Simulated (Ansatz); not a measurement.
`N=[C](S)[SnH3]` + H–F → `N=C(F)S` + `[SnH4]`  (substitution at a C–Sn bond)

Calculated with Ansatz (gas phase, PBE0-D4/def2-TZVP geometries, no zero-point term in ΔE). CCSD(T)/CBS adds triple-zeta CCSD(T) − MP2 to the extrapolated MP2 energy (def2 sets, frozen cores). This one scheme is used for every species. DFT in def2-TZVPP. Elements past krypton have def2 core potentials. For Sn outer-core shells are correlated without core-valence functions, which leaves a few kJ/mol of doubt a bond. One conformer a species, not always the lowest.

`N=[C](S)[SnH3]`:

Cartesian coordinates in Å:
```
N -0.920 1.444 1.118
C -0.329 0.360 0.851
S -0.026 -0.720 2.215
Sn 0.325 -0.253 -1.130
H -1.066 2.022 0.293
H 0.582 -1.696 1.522
H -0.149 1.020 -2.163
H 2.017 -0.459 -1.143
H -0.433 -1.716 -1.564
```

H–F:

Cartesian coordinates in Å:
```
F 0.031 -0.154 0.432
H -0.031 0.154 -0.432
```

`N=C(F)S`:

```xyz
6

N     0.471   -1.134    0.275
C    -0.417   -0.361   -0.123
F    -1.587   -0.864   -0.513
S    -0.516    1.390   -0.314
H     1.323   -0.661    0.549
H     0.727    1.630    0.126
```

`[SnH4]`:

Cartesian coordinates in Å:
```
Sn 0.000 0.000 0.000
H -1.015 1.194 0.668
H 1.627 0.405 0.301
H -0.261 -0.092 -1.681
H -0.351 -1.507 0.713
```

```json
{"level": "r2SCAN-D4", "ΔE (kcal/mol)": "2.3", "difference from CCSD(T)/CBS": "-7.5"}
{"level": "B2PLYP", "ΔE (kcal/mol)": "4.4", "difference from CCSD(T)/CBS": "-5.4"}
{"level": "PBE", "ΔE (kcal/mol)": "2.5", "difference from CCSD(T)/CBS": "-7.3"}
{"level": "PBE0", "ΔE (kcal/mol)": "2.7", "difference from CCSD(T)/CBS": "-7.1"}
{"level": "SCS-MP2/def2-TZVPP", "ΔE (kcal/mol)": "7.6", "difference from CCSD(T)/CBS": "-2.2"}
{"level": "CCSD(T)/def2-TZVPP", "ΔE (kcal/mol)": "6.9", "difference from CCSD(T)/CBS": "-2.9"}
{"level": "HF/def2-QZVPP", "ΔE (kcal/mol)": "-0.4", "difference from CCSD(T)/CBS": "-10.2"}
{"level": "SCS-MP2/def2-QZVPP", "ΔE (kcal/mol)": "9.3", "difference from CCSD(T)/CBS": "-0.5"}
{"level": "MP2/CBS(def2)", "ΔE (kcal/mol)": "12.5", "difference from CCSD(T)/CBS": "2.7"}
{"level": "CCSD/CBS(def2)", "ΔE (kcal/mol)": "8.8", "difference from CCSD(T)/CBS": "-1.0"}
{"level": "CCSD(T)/CBS", "ΔE (kcal/mol)": "9.8", "difference from CCSD(T)/CBS": "0"}
```

Largest T1 diagnostic among the species: 0.015.

In def2-TZVPP, CCSD(T) changes the Hartree–Fock value by +7.6 kcal/mol (the triples alone add +0.9 kcal/mol) and MP2 by +10.4 kcal/mol. The D4 term adds +2.6 kcal/mol with B3LYP and +1.4 kcal/mol with PBE0; it sums over pairs of atoms, weighted by their polarisabilities, and B3LYP, whose exchange is more repulsive, gets the larger term.

B3LYP here is the variant with VWN-RPA as its local correlation; programs differ in this.
